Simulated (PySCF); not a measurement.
PySCF input for C4H7Cl, SMILES ClC1CCC1, PBE-D3(BJ)/def2-SVP. The structure is a stationary point at PBE-D3(BJ)/def2-SVP.

```python
import numpy as np
from pyscf import gto, scf, dft, df
from pyscf.hessian import thermo

mol = gto.M(
    atom='''
    Cl    1.78459791   -0.09504272    0.00000000
    C     0.07436285    0.46645873    0.00000000
    C    -0.87584348   -0.07878567   -1.08428929
    C    -1.98805731   -0.09178054    0.00000000
    C    -0.87584349   -0.07878567    1.08428928
    H     0.11216441    1.57347285    0.00000000
    H    -1.01685650    0.52771462   -2.00034933
    H    -0.57822917   -1.10673432   -1.37161195
    H    -2.57837569    0.84627946    0.00000000
    H    -2.68949320   -0.94862783    0.00000000
    H    -1.01685651    0.52771461    2.00034932
    H    -0.57822917   -1.10673432    1.37161194
    ''',
    basis='def2-SVP',
    charge=0,
    spin=0,
    max_memory=1600,
    verbose=3,
)
mf = dft.RKS(mol, xc='pbe').density_fit(auxbasis='def2-universal-jkfit')
mf.disp = 'd3bj'
mf.grids.level = 3
mf.conv_tol = 1e-11
mf.max_cycle = 100
mf.kernel()

# [left out here: the lines that compute and print the analytic Hessian (its translational invariance restored by hand, since the grid's response is missing), thermochemistry and intensities]
```

Log of the run:

```
converged SCF energy = -616.159349506058

WARN: DFTD3 does not support analytical Hessian, using finite difference


WARN: Mole.unit (angstrom) is changed to Bohr

Mode                                 0                   1                   2
Irrep
Freq [cm^-1]                      148.8462            277.3652            361.1075
Reduced mass [au]                   2.1214              3.4747              3.2600
Force const [Dyne/A]                0.0277              0.1575              0.2505
Char temp [K]                     214.1565            399.0667            519.5533
Normal mode                   x     y     z       x     y     z       x     y     z
       0  Cl                -0.03 -0.04  0.00   -0.00 -0.00 -0.07   -0.10 -0.01  0.00
       1   C                 0.01  0.08 -0.00    0.00  0.00  0.12    0.01  0.09 -0.00
       2   C                 0.02  0.08 -0.01    0.10 -0.02  0.06    0.08 -0.03  0.02
       3   C                 0.03 -0.13  0.00    0.00 -0.00 -0.06    0.07  0.01  0.00
       4   C                 0.02  0.08  0.01   -0.10  0.02  0.06    0.08 -0.03 -0.02
       5   H                 0.08  0.08 -0.00    0.00  0.00  0.14   -0.03  0.10 -0.00
       6   H                -0.07  0.17  0.06    0.20 -0.06  0.02    0.08 -0.17 -0.07
       7   H                 0.11  0.15 -0.14    0.16 -0.03  0.15    0.18 -0.05  0.18
       8   H                -0.18 -0.26  0.00   -0.00 -0.00 -0.13    0.16  0.07  0.00
       9   H                 0.22 -0.28  0.00    0.00 -0.00 -0.11   -0.01  0.08  0.00
      10   H                -0.07  0.17 -0.06   -0.20  0.06  0.02    0.08 -0.17  0.07
      11   H                 0.11  0.15  0.14   -0.16  0.03  0.15    0.18 -0.05 -0.18
Mode                                 3                   4                   5
Irrep
Freq [cm^-1]                      515.6213            705.2155            761.2032
Reduced mass [au]                   2.5946              1.5327              1.1867
Force const [Dyne/A]                0.4064              0.4491              0.4051
Char temp [K]                     741.8643           1014.6480           1095.2020
Normal mode                   x     y     z       x     y     z       x     y     z
       0  Cl                 0.07 -0.03  0.00   -0.03  0.02  0.00    0.00 -0.00 -0.01
       1   C                -0.02  0.14 -0.00    0.07 -0.08  0.00   -0.00  0.00  0.03
       2   C                -0.04  0.00  0.06    0.03  0.03  0.05    0.03 -0.07  0.01
       3   C                -0.09 -0.02  0.00   -0.06  0.05 -0.00    0.00 -0.00  0.01
       4   C                -0.04  0.00 -0.06    0.03  0.03 -0.05   -0.03  0.07  0.01
       5   H                 0.06  0.14 -0.00    0.05 -0.08 -0.00   -0.00  0.00 -0.17
       6   H                -0.06 -0.22 -0.08    0.24 -0.05 -0.03   -0.07  0.28  0.26
       7   H                 0.07 -0.03  0.29   -0.15 -0.06  0.17    0.06  0.06 -0.40
       8   H                -0.13 -0.05 -0.00   -0.43 -0.19 -0.00    0.00  0.00 -0.30
       9   H                -0.04 -0.06  0.00    0.31 -0.25  0.00   -0.00  0.00  0.24
      10   H                -0.06 -0.22  0.08    0.24 -0.05  0.03    0.07 -0.28  0.26
      11   H                 0.07 -0.03 -0.29   -0.15 -0.06 -0.17   -0.06 -0.06 -0.40
Mode                                 6                   7                   8
Irrep
Freq [cm^-1]                      822.5807            904.0812            916.5198
Reduced mass [au]                   2.7539              1.9511              2.2281
Force const [Dyne/A]                1.0979              0.9396              1.1027
Char temp [K]                    1183.5104           1300.7715           1318.6679
Normal mode                   x     y     z       x     y     z       x     y     z
       0  Cl                -0.03  0.02  0.00    0.01 -0.01  0.00    0.00 -0.00  0.00
       1   C                 0.16 -0.02  0.00   -0.09 -0.01 -0.00   -0.00 -0.00  0.04
       2   C                -0.02 -0.01  0.11    0.08  0.01  0.02   -0.09 -0.01  0.07
       3   C                -0.05 -0.05  0.00   -0.15 -0.04  0.00   -0.00 -0.00 -0.15
       4   C                -0.02 -0.01 -0.11    0.08  0.01 -0.02    0.09  0.01  0.07
       5   H                 0.23 -0.02  0.00   -0.11 -0.01  0.00   -0.00 -0.00  0.09
       6   H                -0.14  0.08  0.18    0.32  0.16  0.08   -0.27 -0.03  0.08
       7   H                 0.03  0.05 -0.06    0.19  0.07 -0.07   -0.06  0.01  0.03
       8   H                 0.18  0.09  0.00    0.03  0.08  0.00    0.00  0.00 -0.31
       9   H                -0.26  0.12  0.00   -0.29  0.08  0.00   -0.00  0.00 -0.35
      10   H                -0.14  0.08 -0.18    0.32  0.16 -0.08    0.27  0.03  0.08
      11   H                 0.03  0.05  0.06    0.19  0.07  0.07    0.06 -0.01  0.03
Mode                                 9                  10                  11
Irrep
Freq [cm^-1]                      925.6566           1020.7647           1029.3261
[...]
Freq [cm^-1]                     1241.3315           1251.5636           1395.1675
Reduced mass [au]                   1.4951              1.3638              1.0945
Force const [Dyne/A]                1.3573              1.2586              1.2552
Char temp [K]                    1785.9996           1800.7214           2007.3354
Normal mode                   x     y     z       x     y     z       x     y     z
       0  Cl                -0.00  0.00 -0.00   -0.00  0.01  0.00   -0.00 -0.00 -0.00
       1   C                -0.00  0.00  0.11   -0.10  0.02 -0.00   -0.00  0.00 -0.00
       2   C                -0.03  0.04 -0.04    0.08 -0.00  0.01    0.01 -0.02 -0.06
       3   C                 0.00 -0.00  0.09   -0.02 -0.02 -0.00   -0.00  0.00 -0.00
       4   C                 0.03 -0.04 -0.04    0.08 -0.00 -0.01   -0.01  0.02 -0.06
       5   H                 0.00  0.00 -0.59    0.64 -0.01  0.00    0.00  0.00  0.00
       6   H                 0.01 -0.06 -0.12   -0.15  0.00  0.05   -0.10  0.38  0.24
       7   H                 0.08  0.03  0.08   -0.33 -0.11 -0.02    0.02 -0.15  0.46
       8   H                 0.00  0.00 -0.43    0.05  0.03  0.00    0.00  0.00 -0.01
       9   H                -0.00 -0.00 -0.20   -0.02 -0.02  0.00    0.00 -0.00  0.01
      10   H                -0.01  0.06 -0.12   -0.15  0.00 -0.05    0.10 -0.38  0.24
      11   H                -0.08 -0.03  0.08   -0.33 -0.11  0.02   -0.02  0.15  0.46
Mode                                21                  22                  23
Irrep
Freq [cm^-1]                     1405.9290           1432.7941           3003.2379
Reduced mass [au]                   1.0812              1.1519              1.0583
Force const [Dyne/A]                1.2592              1.3932              5.6242
Char temp [K]                    2022.8188           2061.4717           4320.9906
Normal mode                   x     y     z       x     y     z       x     y     z
       0  Cl                -0.00  0.00 -0.00   -0.00 -0.00 -0.00   -0.00  0.00  0.00
       1   C                 0.00 -0.00 -0.00    0.03  0.00 -0.00    0.00  0.00  0.00
       2   C                 0.01 -0.01 -0.03   -0.00 -0.01 -0.06    0.00 -0.00 -0.02
       3   C                 0.06 -0.01 -0.00   -0.06 -0.01 -0.00    0.06 -0.01  0.00
       4   C                 0.01 -0.01  0.03   -0.00 -0.01  0.06    0.00 -0.00  0.02
       5   H                 0.01 -0.00  0.00   -0.05  0.01  0.00   -0.00 -0.06 -0.00
       6   H                -0.07  0.23  0.15   -0.07  0.30  0.17    0.03 -0.13  0.18
       7   H                 0.01 -0.09  0.29    0.02 -0.11  0.36   -0.05  0.17  0.04
       8   H                -0.45 -0.31  0.00    0.34  0.23  0.00   -0.34  0.57  0.00
       9   H                -0.40  0.35  0.00    0.28 -0.27 -0.00   -0.35 -0.46 -0.00
      10   H                -0.06  0.23 -0.15   -0.07  0.30 -0.17    0.03 -0.13 -0.18
      11   H                 0.01 -0.09 -0.29    0.02 -0.11 -0.36   -0.05  0.17 -0.04
Mode                                24                  25                  26
Irrep
Freq [cm^-1]                     3004.1771           3008.0643           3030.4889
Reduced mass [au]                   1.0588              1.0634              1.0892
Force const [Dyne/A]                5.6300              5.6692              5.8938
Char temp [K]                    4322.3420           4327.9347           4360.1988
Normal mode                   x     y     z       x     y     z       x     y     z
       0  Cl                 0.00 -0.00 -0.00    0.00 -0.00 -0.00    0.00  0.00  0.00
       1   C                -0.00 -0.00  0.00   -0.00 -0.00 -0.00   -0.00 -0.08 -0.00
       2   C                 0.01 -0.02 -0.04   -0.01  0.02  0.04   -0.00  0.01 -0.01
       3   C                -0.00  0.00  0.00    0.03 -0.01 -0.00    0.00 -0.00 -0.00
       4   C                -0.01  0.02 -0.04   -0.01  0.02 -0.04   -0.00  0.01  0.01
       5   H                 0.00  0.00 -0.00    0.00  0.02  0.00    0.05  0.92 -0.00
       6   H                 0.06 -0.26  0.37   -0.05  0.23 -0.32    0.02 -0.08  0.12
       7   H                -0.13  0.48  0.12    0.12 -0.44 -0.11    0.02 -0.08 -0.02
       8   H                 0.00 -0.00  0.00   -0.18  0.30  0.00   -0.02  0.03  0.00
       9   H                 0.00  0.00 -0.00   -0.12 -0.16  0.00    0.01  0.01  0.00
      10   H                -0.06  0.26  0.37   -0.05  0.23  0.32    0.02 -0.08 -0.12
      11   H                 0.13 -0.48  0.12    0.12 -0.44  0.11    0.02 -0.08  0.02
Mode                                27                  28                  29
Irrep
Freq [cm^-1]                     3061.2205           3071.8434           3078.7188
Reduced mass [au]                   1.1106              1.1107              1.1087
Force const [Dyne/A]                6.1317              6.1749              6.1915
Char temp [K]                    4404.4148           4419.6987           4429.5909
Normal mode                   x     y     z       x     y     z       x     y     z
       0  Cl                -0.00  0.00 -0.00    0.00  0.00 -0.00    0.00 -0.00  0.00
       1   C                -0.00 -0.01  0.00    0.00  0.00 -0.00    0.00  0.02 -0.00
       2   C                 0.01 -0.03  0.02    0.02 -0.06  0.02   -0.01  0.05 -0.02
       3   C                 0.01  0.08  0.00    0.00 -0.00 -0.00    0.00  0.05  0.00
       4   C                 0.01 -0.03 -0.02   -0.02  0.06  0.02   -0.01  0.05  0.02
       5   H                 0.01  0.15  0.00   -0.00 -0.00  0.00   -0.01 -0.18 -0.00
       6   H                -0.04  0.15 -0.22   -0.06  0.27 -0.41    0.05 -0.22  0.32
       7   H                -0.05  0.17  0.05   -0.12  0.41  0.12    0.10 -0.37 -0.11
       8   H                 0.25 -0.40 -0.00   -0.00  0.00  0.00    0.19 -0.30 -0.00
       9   H                -0.41 -0.51 -0.00   -0.00 -0.00 -0.00   -0.21 -0.26 -0.00
      10   H                -0.04  0.15  0.22    0.06 -0.27 -0.41    0.05 -0.22 -0.32
      11   H                -0.05  0.17 -0.05    0.12 -0.41  0.12    0.10 -0.37  0.11
temperature 298.1500 [K]
pressure 101325.00 [Pa]
Rotational constants [GHz] 10.02057 2.46920 2.15566
Symmetry number 1
Zero-point energy (ZPE) 0.09885 [Eh]   259524.950 [J/mol]
                           tot       elec      trans        rot        vib
Entropy [J/mol/K]       306.686      0.000    164.942    109.630     32.113
Cv [J/mol/K]             78.098      0.000     12.472     12.472     53.155
Cp [J/mol/K]             86.413      0.000     20.786     12.472     53.155
Internal energy [J/mol]                      3718.434   3718.434 265600.804
Internal energy [Eh]   -616.05535  -616.15935
Enthalpy [J/mol]                             6197.391   3718.434 265600.804
Enthalpy [Eh]          -616.05441
Gibbs free energy [J/mol]                  -42980.078 -28967.867 256026.266
Gibbs free energy [Eh] -616.08924
mode   freq/cm-1   IR/(km/mol)
   1      148.85         0.696
   2      277.37         0.872
   3      361.11         5.080
   4      515.62         3.523
   5      705.22        12.260
   6      761.20         0.474
   7      822.58        36.187
   8      904.08         3.389
   9      916.52         0.363
  10      925.66         2.827
  11     1020.76        14.668
  12     1029.33         0.815
  13     1078.38         1.050
  14     1145.20         1.120
  15     1177.46         3.401
  16     1196.09         0.331
  17     1201.86         0.343
  18     1217.38         1.014
  19     1241.33         0.202
  20     1251.56        36.713
  21     1395.17         3.528
  22     1405.93         3.905
  23     1432.79         3.507
  24     3003.24        24.010
  25     3004.18        35.523
  26     3008.06         4.153
  27     3030.49         7.166
  28     3061.22         3.498
  29     3071.84        13.590
  30     3078.72        29.780
max |gradient| / (hartree/bohr): 2.7192399853917656e-05
APT charges: [-0.365   0.4254  0.0094  0.0491  0.0094 -0.0402 -0.0231  0.0043 -0.0257
 -0.0248 -0.0231  0.0043]
```

The calculation finished and met its thresholds.
